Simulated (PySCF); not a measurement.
SMILES [CH3][Al]([CH3])[O][SiH2]O[SiH2]N, GFN2-xTB optimised geometry.

```
20

Si     1.73     1.37     0.00
N      0.93     2.90     0.00
O      1.38     0.65    -1.40
Si     0.27    -0.39    -1.97
O     -0.62    -0.92    -0.73
Al    -1.17    -0.98     0.87
C     -2.24     0.60     1.45
C     -0.71    -2.67     1.83
H      1.16     0.63     1.14
H      3.20     1.37     0.00
H      0.86     3.39    -0.88
H      1.11     3.54     0.75
H      1.03    -1.51    -2.52
H     -0.58     0.34    -2.90
H     -2.46     0.62     2.52
H     -1.69     1.51     1.20
H     -3.20     0.67     0.92
H     -1.03    -3.54     1.26
H     -1.18    -2.73     2.81
H      0.37    -2.77     1.97
```

Density from PBE0/def2-SVP (PySCF) at that geometry.

Minimum of the electron density along straight lines between bonded atoms, close to the bond critical point (lines longer than 1.1 times the sum of covalent radii, or with two minima, are not listed):

| bond | length / Å | ρ at the minimum / e bohr⁻³ | ∇²ρ there / e bohr⁻⁵ | position (fraction from the first atom) |
|---|---|---|---|---|
| Si1–N2 | 1.722 | 0.125 | ? | 0.40 |
| Si1–O3 | 1.614 | 0.130 | 1.13 | 0.41 |
| O3–Si4 | 1.627 | 0.126 | 1.06 | 0.59 |
| Si4–O5 | 1.613 | 0.132 | 1.14 | 0.41 |
| O5–Al6 | 1.693 | ? | ? | 0.57 |
| Al6–C7 | 1.993 | 0.079 | 0.29 | 0.40 |
| Al6–C8 | 1.994 | 0.079 | 0.29 | 0.40 |
| Si1–H9 | 1.478 | 0.115 | 0.30 | 0.49 |
| Si1–H10 | 1.465 | 0.120 | 0.31 | 0.49 |
| N2–H11 | 1.008 | 0.330 | -1.53 | 0.77 |
| N2–H12 | 1.006 | 0.332 | -1.53 | 0.76 |
| Si4–H13 | 1.458 | 0.122 | 0.33 | 0.49 |
| Si4–H14 | 1.458 | 0.121 | 0.33 | 0.49 |
| C7–H15 | 1.092 | 0.267 | -0.93 | 0.62 |
| C7–H16 | 1.095 | 0.265 | -0.92 | 0.62 |
| C7–H17 | 1.094 | 0.264 | -0.91 | 0.62 |
| C8–H18 | 1.095 | 0.264 | -0.91 | 0.62 |
| C8–H19 | 1.092 | 0.267 | -0.93 | 0.62 |
| C8–H20 | 1.095 | 0.264 | -0.91 | 0.62 |

Task: Complete the blanks.

Result: 
- Si1–N2, ∇²ρ there / e bohr⁻⁵: 0.74
- O5–Al6, ρ at the minimum / e bohr⁻³: 0.096
- O5–Al6, ∇²ρ there / e bohr⁻⁵: 0.89
